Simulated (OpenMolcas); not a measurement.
# 2s² 2p⁴ along the 8-electron sequence

```json
{
  "Program": "OpenMolcas",
  "Method": "RASSCF",
  "Basis": "ANO-R2",
  "Scalar Hamiltonian": "X2C, finite nucleus",
  "Spin-orbit coupling": "RASSI with atomic mean-field integrals over the reference wave functions, term energies averaged over their components"
}
```

Active space for each ion: 6 electrons in 9 orbitals (RAS2 2s 2p; RAS3 3d, at most 2 electrons).

Computed levels in cm-1 above ³P₂:

```tsv
Level	O	F+	Ne2+
³P₁	147	316	596
³P₀	219	469	879
¹D₂	17198	22227	27193
¹S₀	36269	47139	57813
weight of ³P in the lowest level (%)	100	100	100
```

Measured, with the error of the calculation in %. Measured levels: O, F+ from NIST Handbook of Basic Atomic Spectroscopic Data; Ne2+ from Moore, Atomic Energy Levels, vol. I, NSRDS-NBS 35 (1971 reprint of NBS Circular 467, 1949).

```json
{"Level": "³P₁", "O": "158 (-7.1)", "F+": "341 (-7.3)", "Ne2+": "650 (-8.3)"}
{"Level": "³P₀", "O": "227 (-3.5)", "F+": "490 (-4.2)", "Ne2+": "927 (-5.2)"}
{"Level": "¹D₂", "O": "15868 (+8.4)", "F+": "20873 (+6.5)", "Ne2+": "25841 (+5.2)"}
{"Level": "¹S₀", "O": "33793 (+7.3)", "F+": "44918 (+4.9)", "Ne2+": "55747 (+3.7)"}
```

The fine-structure level ³P₀ changes by a factor of 4.01 from O to Ne2+. Its fourth root runs 3.85, 4.65, 5.44, with steps per unit of Z of 0.81, 0.79; equal steps would mean a (Z - σ)^4 law with constant σ.

¹D₂ changes by a factor of 1.58 over the same range, with steps per unit of Z of +5030, +4970 cm-1.

Active for correlation alone: 3d; no level in the range computed is led by a configuration that fills it, so any true level of that kind is missing. Without dynamic correlation excited terms often stand tens of per cent too high (terms of higher spin than the ground term too low), and those without a measured partner can miss by more than the paired ones (holds for O; F+). Computed and measured levels are paired by configuration, term and J; levels that our copy of the source lacks, or whose pairing is in doubt (as where it misses far off the trend of its configuration), stay unpaired and out of the deviations. Only configurations of the active space appear.
